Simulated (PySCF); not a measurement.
The 25-electron isoelectronic series, non-relativistic

All values are computed (PySCF 2.14, energy differences of UHF-based or UKS calculations, no spin-orbit coupling). Each ion has its own even-tempered basis scaled to its charge (17s11p8d4f4g for the first); frozen: [Ne]. Ionisation energies in eV.

```
  ion  configuration     UHF     LDA     PBE    PBE0  r2SCAN  MP2 (outer shells)  NIST (with spin-orbit, Breit and QED)
Ru¹⁹⁺  [Ar] 3d7 (4F)  847.64  849.03  849.14  849.27  849.93              848.92                            845 ± 4 (t)
Pd²¹⁺  [Ar] 3d7 (4F)  1002.8  1004.0  1004.2  1004.4  1005.1              1004.0                           1000 ± 4 (t)
Cd²³⁺  [Ar] 3d7 (4F)  1170.1  1171.2  1171.5  1171.7  1172.5              1171.3                           1167 ± 4 (t)
Sn²⁵⁺  [Ar] 3d7 (4F)  1349.6  1350.6  1350.9  1351.1  1352.0              1350.8                           1347 ± 4 (t)
Xe²⁹⁺  [Ar] 3d7 (4F)  1745.1  1745.9  1746.3  1746.6  1747.6              1746.3                           1742 ± 4 (t)
Ba³¹⁺  [Ar] 3d7 (4F)  1961.1  1961.7  1962.2  1962.5  1963.6              1962.3                           1958 ± 4 (t)
Ce³³⁺  [Ar] 3d7 (4F)  2189.2  2189.7  2190.3  2190.5  2191.7              2190.3                           2185 ± 5 (t)
Nd³⁵⁺  [Ar] 3d7 (4F)  2429.5  2429.8  2430.4  2430.7  2431.9              2430.6                           2425 ± 5 (t)
Sm³⁷⁺  [Ar] 3d7 (4F)  2681.9  2682.1  2682.8  2683.1  2684.4              2683.0                           2676 ± 4 (t)
```

Question: Interpolate the row of Te²⁷⁺.

Answer: configuration [Ar] 3d7 (4F); UHF 1541.3; LDA 1542.2; PBE 1542.5; PBE0 1542.8; r2SCAN 1543.7; MP2 (outer shells) 1542.5; NIST (with spin-orbit, Breit and QED) 1538 ± 4 (t).

Each ion has its own basis, which adds noise of up to about 0.1 % along the series.

NIST values marked (s) are semi-empirical, (t) theoretical. Open shells are high-spin determinants of the terms that Hund's rules give; for the heavier ions, far from LS coupling, these are not the ground levels.

All relativistic terms are absent from the calculated values; where these lie close to NIST, scalar and spin-orbit shifts of opposite sign can cancel.
